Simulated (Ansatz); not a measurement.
Cartesian coordinates (Å):
SMILES: N#C[N+]#[C-]
```xyz
4

C      1.8043    -0.2883     0.0033
N      0.6390    -0.1164     0.0012
C     -0.6514     0.0740    -0.0012
N     -1.7927     0.2423    -0.0033
```
Charge 0, spin multiplicity 1.

The numbers are results of Ansatz (a program for electronic structure) with frozen-core CCSD(T)/cc-pVQZ // B3LYP-D3(BJ)/def2-TZVP, not measurements.

| Item | Result |
|---|---|
| HF energy | -184.63460 Ha |
| MP2 correlation energy | -0.69432 Ha |

Q: Estimate the CCSD correlation energy, the (T) correction, the total energy and the T1 diagnostic.

A: 
```yaml
CCSD correlation energy: -0.68917 Ha
"(T) correction": -0.04061 Ha
CCSD(T) total energy: -185.36437 Ha
T1 diagnostic: 0.018
```
